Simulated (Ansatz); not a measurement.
`FB(Cl)Br` + `C[SeH]` → `C[Se]B(F)Cl` + HBr at 500 K and 1 bar (ligand exchange at a B–Br bond).

Calculated with Ansatz (gas phase, PBE0-D4/def2-TZVP geometries, no zero-point term in ΔE). CCSD(T)/CBS adds triple-zeta CCSD(T) − MP2 to the extrapolated MP2 energy (def2 sets, frozen cores). For Br, Se outer-core shells are correlated without core-valence functions, which leaves a few kJ/mol of doubt a bond. Scalar relativity is left out up to krypton. One conformer a species, not always the lowest.

```tsv
species	CCSD(T)/CBS energy (Eh)	H − E (kJ/mol)	S (J/(mol·K))
`FB(Cl)Br`	-3157.81685	49.9	338.7
`C[SeH]`	-2441.15625	142.1	299.3
`C[Se]B(F)Cl`	-3025.05449	163.2	407.1
HBr	-2573.91920	30.5	213.7
```

H − E and S are ideal-gas, rigid-rotor, harmonic terms from PBE0-D4/def2-TZVP, for one conformer and one mirror image of each species. 1 Eh = 2625.50 kJ/mol, R = 8.31446 J/(mol·K).

Task: By hand: ΔE, ΔH, ΔS and ΔG.

Result: ΔE = (-3025.05449) + (-2573.91920) − (-3157.81685) − (-2441.15625) = -0.00059 Eh = -1.5 kJ/mol. Δ(H − E) = 163.2 + 30.5 − 49.9 − 142.1 = 1.7, so ΔH = 0.2 kJ/mol. ΔS = 407.1 + 213.7 − 338.7 − 299.3 = -17.2 J/(mol·K). ΔG = 0.2 − 500 × (-17.2)/1000 = 8.8 kJ/mol.

Task: By hand: the equilibrium constant, and the temperature at which ΔG would vanish if ΔH and ΔS stayed fixed.

Result: log₁₀ K = −ΔG/(RT ln 10) = -0.9. ΔH and −TΔS have one sign here, so there is no such temperature.

TΔS isn't small against ΔH here. A doubt of 5 kJ/mol in ΔE shifts log₁₀ K by 0.5 here. Other conformers and mirror images would add mixing entropy, several J/(mol·K) or more a flexible species. These are equilibria of isolated gas molecules and say nothing of rates. Largest T1 diagnostic: 0.011 (customary marks: 0.02 for closed shells, 0.045 for open ones).
